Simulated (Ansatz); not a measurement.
Isolated molecules relaxed with PBE0-D4/def2-TZVP in Ansatz; ΔE leaves out vibrations. CCSD(T)/CBS adds triple-zeta CCSD(T) − MP2 to the extrapolated MP2 energy (def2 sets, frozen cores). Functionals use def2-TZVPP. B3LYP here is the variant with VWN-RPA as its local correlation; programs differ in this. One conformer a species, not always the lowest.

`C=CO[SiH2]F` + `N[SiH](Cl)O[SiH3]` → `C=C[Si](N)(Cl)O[SiH3]` + `O[SiH2]F`  (formal exchange of groups at a C–O bond)

(1) Is it downhill or uphill in electronic energy at CCSD(T)/CBS, and by how much? (Estimate.)

(2) What do these levels give: PBE-D4, r2SCAN-D4, B3LYP-D4, ωB97M-V, MP2/def2-QZVPP, HF/CBS(def2)? (An estimate is asked.)

Largest T1 diagnostic among the species: 0.012.

## Answers

(1) Ansatz gave: Downhill: ΔE = -19.3 kcal/mol.

(2) The calculation gave: PBE-D4 -16.7, r2SCAN-D4 -17.2, B3LYP-D4 -17.1, ωB97M-V -18.3, MP2/def2-QZVPP -20.4, HF/CBS(def2) -15.3 kcal/mol.

The D4 term adds −2.0 kcal/mol with B3LYP and −1.2 kcal/mol with PBE0; it sums over pairs of atoms, weighted by their polarisabilities, and B3LYP, whose exchange is more repulsive, gets the larger term. In def2-TZVPP, CCSD(T) changes the Hartree–Fock value by −3.2 kcal/mol (the triples alone add −0.3 kcal/mol) and MP2 by −4.6 kcal/mol. From PBE to PBE0 (25 % exact exchange), in def2-TZVPP and without D4, ΔE moves by −1.1 kcal/mol.
